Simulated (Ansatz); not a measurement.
Species: (E)-3-methylhex-3-ene, C₇H₁₄, charge 0, multiplicity 1. 
Geometry from a B3LYP-D3(BJ)/def2-TZVP (Ansatz, a first-principles code) optimisation:
```xyz
21

C      3.0336     0.7132    -0.1198
C      2.0083    -0.3327     0.3336
C      0.6403     0.2527     0.5124
C     -0.4739    -0.0117    -0.1734
C     -0.5600    -1.0034    -1.3009
C     -1.7636     0.6966     0.1626
C     -2.8607    -0.2339     0.6925
H      4.0340     0.2816    -0.1910
H      3.0775     1.5482     0.5830
H      2.7655     1.1184    -1.0974
H      2.3381    -0.7572     1.2885
H      1.9932    -1.1607    -0.3758
H      0.5729     1.0046     1.2965
H     -1.1620    -1.8718    -1.0193
H      0.4141    -1.3668    -1.6197
H     -1.0512    -0.5505    -2.1672
H     -1.5629     1.4742     0.9025
H     -2.1371     1.2047    -0.7343
H     -3.1463    -0.9841    -0.0464
H     -3.7576     0.3328     0.9494
H     -2.5222    -0.7579     1.5887
```
Charge 0, spin multiplicity 1.

Computed values are from Ansatz. Valence correlation only, unless marked. UHF or UKS for open shells. Spin-orbit coupling is left out. No relativistic terms. Basis-set limits of correlation are two-point, X^-3; Hartree-Fock from the larger set. The bracket is a focal-point correction in the basis named.

**Question.** What is the total energy at RI-MP2/CBS(aug-cc-pVTZ,aug-cc-pVQZ)+[CCSD(T)-MP2]/aug-cc-pVTZ?

**Answer.** -274.7915 Eh.

**Question.** What is the atomisation energy De at RI-MP2/CBS(aug-cc-pVTZ,aug-cc-pVQZ)+[CCSD(T)-MP2]/aug-cc-pVTZ?

**Answer.** 8535.8 kJ/mol.

**Question.** What is the dipole moment at CCSD(T)/aug-cc-pVDZ?

**Answer.** 0.21 D.

**Question.** What is the T1 diagnostic at CCSD/aug-cc-pVTZ?

**Answer.** 0.009.
